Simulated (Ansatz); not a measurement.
C2H9AlGe can be A, `[AlH2][CH2][CH2][GeH3]`, or B, `[CH3][AlH][CH2][GeH3]`.

Isolated molecules relaxed with PBE0-D4/def2-TZVP in Ansatz; ΔE leaves out vibrations. CBS: MP2 limit from def2 TZ/QZ plus the TZ coupled-cluster correction, frozen cores. Functionals use def2-TZVPP. B3LYP here is the variant with VWN-RPA as its local correlation; programs differ in this. For Ge outer-core shells are correlated without core-valence functions, which leaves a few kJ/mol of doubt a bond. Scalar relativity is left out up to krypton. One conformer a species, not always the lowest.

Task: Which isomer does CCSD(T)/CBS put lower? Give the gap. (Best estimate.)

Result: Ansatz gave: B, by 77.6 kJ/mol.

Task: Give E(B) − E(A) in kJ/mol with MP2/def2-TZVPP, B3LYP-D4, PBE-D4, B2PLYP, B3LYP, HF/def2-TZVPP, r2SCAN-D4. (Estimate.)

Result: The calculation gave: MP2/def2-TZVPP -79.2, B3LYP-D4 -75.7, PBE-D4 -76.4, B2PLYP -78.2, B3LYP -77.5, HF/def2-TZVPP -73.3, r2SCAN-D4 -82.7. None reverses the order clearly.

Largest T1 diagnostic: 0.011.

In def2-TZVPP, CCSD(T) changes the Hartree–Fock value by −3.5 kJ/mol (the triples alone add −0.7 kJ/mol) and MP2 by −6.0 kJ/mol.
